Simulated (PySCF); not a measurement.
Vertical excitation energies

Compound: C5H7BOS.
SMILES: `c1cc(BOC)sc1`

Method: PySCF, TDDFT B3LYP/def2-SVPD, vertical, gas phase, core orbitals frozen in the response. Isolated species at its PBE0-D3(BJ)/def2-SVP geometry (one conformer only). Torsions of this conformer, `[CH3:1][O:2][BH:3][c:4]1[cH:5][cH:6][cH:7][s:8]1`: C1–O2–B3–C4 0°, O2–B3–C4–C5 -178°.

What does the calculation give for the low-lying excited states?

| state | E (eV) | λ (nm) | ν̃ (cm⁻¹) | f | main configurations (H = HOMO, L = LUMO) |
| --- | --- | --- | --- | --- | --- |
| S1 | 5.05 | 245.5 | 40730 | 0.153 | H→L (59%), H-1→L (35%) |
| S2 | 5.19 | 238.8 | 41880 | 0.141 | H-1→L (57%), H→L (36%) |
| S3 | 5.63 | 220.3 | 45390 | 0.0009 | H-2→L (98%) |
| S4 | 6.22 | 199.2 | 50210 | 0.0009 | H→L+1 (80%), H→L+3 (17%) |
| S5 | 6.42 | 193.0 | 51820 | 0.0027 | H-1→L+1 (65%), H-1→L+3 (29%) |
| S6 | 6.48 | 191.4 | 52250 | 0.0029 | H→L+3 (73%), H→L+1 (18%) |
| S7 | 6.62 | 187.3 | 53380 | 0.0044 | H→L+2 (64%), H-1→L+2 (16%), H-3→L (11%) |
| S8 | 6.64 | 186.7 | 53570 | 0.0028 | H-4→L (94%) |
| S9 | 6.73 | 184.2 | 54300 | 0.0018 | H-1→L+3 (58%), H-1→L+1 (31%) |
| S10 | 6.83 | 181.5 | 55110 | 0.014 | H-3→L (80%), H-1→L+2 (12%) |

Triplets, Tamm–Dancoff:

```
state  E (eV)  λ (nm)  main configurations (H = HOMO, L = LUMO)
   T1    3.46   358.5                                 H→L (94%)
   T2    4.04   306.7                               H-1→L (96%)
   T3    5.31   233.5                               H-2→L (95%)
   T4    5.55   223.3                               H→L+2 (75%)
```

The lowest singlet lies at 5.05 eV (246 nm, ultraviolet) and is strong; its leading configuration is HOMO→LUMO (59%). The lowest level is also the most intense of those listed (f = 0.153). Löwdin shares by element: HOMO carbon 80% or more (atoms not listed hold the other 20%); LUMO carbon 34% or more, boron 16%, sulfur 15% (atoms not listed hold the other 35%). Of the 10 states listed, 3 reach f = 0.01 and none stays under 0.0005. The listed states span 1.78 eV, and the widest gap between neighbours is 0.60 eV (S3 to S4). Weighted by f, the mean energy of these states is 5.26 eV. All these states lie below the vertical ionisation energy of 8.97 eV (ΔSCF). Only the lowest 10 singlets were computed, as vertical energies without vibronic structure.

The run took 7.2 min of wall time on one thread, Intel Xeon at 2.50 GHz (x86_64), shared host with 64 logical CPUs at a one-minute load of 60, and the process peaked at 0.95 GiB of memory.
